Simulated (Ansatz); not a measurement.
Reaction (silylene formation by 1,1-elimination): `CC[SiH](Cl)O[SiH3]` → `CCCl` + `[SiH]O[SiH3]`

Program: Ansatz. Geometries: PBE0-D4/def2-TZVP. ΔE: electronic, gas phase. CCSD(T)/CBS adds triple-zeta CCSD(T) − MP2 to the extrapolated MP2 energy (def2 sets, frozen cores). Functionals use def2-TZVPP. B3LYP here is the variant with VWN-RPA as its local correlation; programs differ in this. One conformer a species, not always the lowest.

```tsv
level	ΔE (kJ/mol)
PBE-D4	354.3
B3LYP-D4	356.0
PBE0	361.1
BHLYP	357.7
MP2/def2-TZVPP	381.5
HF/def2-QZVPP	352.0
SCS-MP2/def2-QZVPP	370.3
HF/CBS(def2)	352.0
```

Question: What does CCSD(T)/CBS give? (Best estimate.)

Answer: The calculation gave: +366.7 kJ/mol. The listed levels differ from it by -12.4, -10.7, -5.6, -9.0, 14.8, -14.7, 3.6, -14.7 kJ/mol.

Question: What do rigid-rotor, harmonic-oscillator terms from PBE0-D4/def2-TZVP frequencies (298.15 K, 1 bar) make of the CCSD(T)/CBS value? (Best estimate.)

Answer: Ansatz gave: ΔZPE = -9.4 kJ/mol, ΔH = +358.3 kJ/mol, ΔS = 149 J/(mol·K), ΔG = +313.8 kJ/mol. Modes under 50 cm⁻¹ make the entropy rough.

Largest T1 diagnostic among the species: 0.014.

At CCSD(T), def2-SVP lies −22.2 kJ/mol from the extrapolated value and def2-TZVPP −8.3 kJ/mol. From BLYP to BHLYP (50 % exact exchange), in def2-TZVPP and without D4, ΔE moves by +47.1 kJ/mol. In def2-TZVPP, CCSD(T) changes the Hartree–Fock value by +6.7 kJ/mol (the triples alone add +1.4 kJ/mol) and MP2 by +29.8 kJ/mol.
